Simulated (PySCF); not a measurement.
Molecule: SMILES OC=[OH+] (CH3O2 (cation, charge +1)). Atoms near the plane z = 0.0 Å, at the B3LYP/def2-SVP optimised geometry (x, y, z in Å): O1 (-0.3, -1.5, 0.0), C2 (0.2, -0.4, 0.0), O3 (-0.5, 0.7, 0.0), H4 (-1.3, -1.5, 0.0), H5 (1.3, -0.4, 0.0), H6 (0.0, 1.5, 0.0).

Computed with B3LYP/def2-TZVP run with PySCF. Cells within 0.4 Å of a nucleus heavier than hydrogen are left out (blank, or x). The values are rescaled to run from 0 to 1.

```
|66666666666666666666666666666|
|66666666666666666666666666666|
|66666666666666666666666666666|
|66666666666666666666666666666|
|66666666666666666666666666666|
|66666666666666666666666666666|
|66666666666666666666666666666|
|66666666666677776666666666666|
|66666666666777377666666666666|
|66666666667886057666666666666|
|66666666678960477666666666666|
|666666666790xx697766666666666|
|666666666790xx697766666666666|
|66666666678820487777666666666|
|666666666779953x5667766666666|
|66666666667787xxx100766666666|
|66666666667786xxx312766666666|
|66666666677895167777766666666|
|6666666677784x398777666666666|
|666666667001xxx98766666666666|
|666666667545xxx97766666666666|
|66666666777985887666666666666|
|66666666667788876666666666666|
|66666666666777766666666666666|
|66666666666666666666666666666|
|66666666666666666666666666666|
|66666666666666666666666666666|
|66666666666666666666666666666|
|66666666666666666666666666666|
```
Scale: ten equal steps from 0.000 (start of '0') to 1.00 (end of '9'), in the order '0123456789'; x runs from -4.00 to 4.00, y from -4.00 (bottom) to 4.00 (top).

Question: Which quantity is mapped?
A. electron localisation function
B. log10 of the electron density
C. an orbital amplitude
D. Laplacian of the electron density

Answer: D, Laplacian of the electron density. In full: Laplacian of the electron density (e/bohr⁵), clipped to [-1.50, 1.50].
